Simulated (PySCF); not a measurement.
Species: C₇H₁₀F₂OSi.
Atom-mapped SMILES: `[CH2:1]=[CH:2][C@@H:3]1[C@H:4]([SiH3:5])[CH2:6][C@@:7]1([F:8])[C:9](=[O:10])[F:11]`

Cartesian coordinates in Å at the GFN2-xTB level; atoms count from 1:
```
atom  x, y, z in Å
C1     2.7264   -0.8190   -0.0859
C2     1.4917   -0.5550   -0.4735
C3     0.5016    0.1642    0.3693
C4    -0.8235   -0.5504    0.7386
Si5   -1.2734   -2.0869   -0.2975
C6    -1.5993    0.7184    0.3432
C7    -0.3367    1.2706   -0.3394
F8    -0.3850    1.1033   -1.7043
C9     0.0599    2.6844   -0.0651
O10    0.3645    3.5539   -0.7966
F11    0.0545    2.9098    1.2882
H12    3.4143   -1.3569   -0.7145
H13    3.1002   -0.5132    0.8780
H14    1.1403   -0.8629   -1.4482
H15    0.9923    0.5805    1.2529
H16   -0.8847   -0.7826    1.8024
H17   -0.2492   -3.1051   -0.0704
H18   -1.3726   -1.7252   -1.7091
H19   -2.5815   -2.5309    0.1886
H20   -1.9154    1.3302    1.1863
H21   -2.4332    0.5897   -0.3435
```

Probes without a nucleus sit at each ring's centroid and 1 Å off its mean plane on both sides; NICS is minus the shielding there, NICSzz its component along the normal. Level: GIAO PBE0/pcSseg-1 (PySCF, non-relativistic, gas phase) on the GFN2-xTB geometry, one conformer.

Ring bond lengths (Å), with Mayer bond orders in brackets: C3–C4 1.550 (0.96), C4–C6 1.539 (1.02), C6–C7 1.538 (0.97), C7–C3 1.559 (0.88).

**Question.** What do the NICS probes read (ppm)?

**Answer.** 
| ring | type | NICS(0) | NICS(1), two faces | NICS(1)zz, two faces | rms pucker (Å) | centre to ring atoms, mean (Å) |
| --- | --- | --- | --- | --- | --- | --- |
| C3–C4–C6–C7 | 4-membered carbocycle; formal bonds all single | 0.4 | 0.1 / -0.9 | 4.8 / 1.4 | 0.09 | 1.09 |

**Question.** What can be read from them?

**Answer.** 
- C3–C4–C6–C7: mean NICS(1)zz 3.1 ppm, deshielded. C3, C4, C6, C7 have four or more neighbours, and the NICS criterion for π rings isn't applied. The two faces differ by 3.4 ppm, so no symmetry operation interchanges them.

**Question.** List the ring angles and the Hirshfeld charges of the ring atoms.

**Answer.** 
- C3–C4–C6–C7: C3 88.6° (-0.032 e), C4 89.4° (-0.111 e), C6 89.8° (-0.078 e), C7 89.1° (+0.097 e); sum 356.9° against 360° for a flat convex ring.
